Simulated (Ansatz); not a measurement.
BrHSi (SMILES [SiH]Br) moved off its minimum; all values from Ansatz (a first-principles code), cores frozen in correlated methods.
(charge 0, multiplicity 1)
```xyz
3

Si    -1.0078    -0.8331     1.1436
H     -2.0502    -1.3628    -0.0304
Br     0.2540     0.4763    -0.5432
```

Q: Give the forces (eV/Å), the total energy and the dipole at CCSD(T)/def2-TZVPPD.

A: 
```json
[
 {"atom": "Si1", "Fx": "-0.061", "Fy": "0.501", "Fz": "-2.544"},
 {"atom": "H2", "Fx": "0.962", "Fy": "0.458", "Fz": "1.224"},
 {"atom": "Br3", "Fx": "-0.901", "Fy": "-0.960", "Fz": "1.320"}
]
```
Energy -2862.2260 hartree, dipole 2.33 D.

Doubts at one or more of the structures used: a restricted determinant that unrestricted orbitals would lower (CCSD(T)/def2-TZVPPD).
